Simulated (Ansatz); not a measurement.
ditellurium (Te$_{2}$), triplet, geometry from GFN2-xTB (core potentials on Te); CAM-B3LYP/def2-SVP (Ansatz, a first-principles code).

Here is a job for Ansatz.
Ansatz 0.2 input:
```yaml
crystal:
  periodic: [false, false, false]
  atoms:
    - {symbol: Te, position_ang: [-0.00000000, -0.00000000, -1.30099916]}
    - {symbol: Te, position_ang: [0.00000000, 0.00000000, 1.30099916]}
basis:
  gaussian:
    orbitals: def2-SVP
hamiltonian:
  xc: cam_b3lyp
magnetization: {spin_polarized: true, initial_magnetization: 2}
accuracy: high
```

Output, abridged:

```
Functional definition: CAM-B3LYP
1238 factors; integrals over basis functions are off by at most 1.8e-9 eV
269 factors; integrals over basis functions are off by at most 1.6e-9 eV
mean field evaluation 1: about -14586.3620 eV, gradient 2.6e0 eV
mean field evaluation 2: about -14586.4305 eV, gradient 9.4e-1 eV
mean field evaluation 4: about -14586.4660 eV, gradient 5.1e-1 eV
mean field evaluation 8: about -14586.4684 eV, gradient 2.8e-3 eV
mean field evaluation 16: about -14586.4684 eV, gradient 1.4e-7 eV
mean field -14586.46841460 eV, -536.0428271733 hartree, gradient 2.5e-9 eV, S^2 2.008331; 1 other end points of the search recorded, 0 dependent functions left out
reference -14586.46842728 eV, -536.0428276390 hartree; 25, 23 occupied and 27, 29 virtual orbitals, 1238 factors
Total energy: -14586.46842728 eV, -536.0428276390 hartree
```
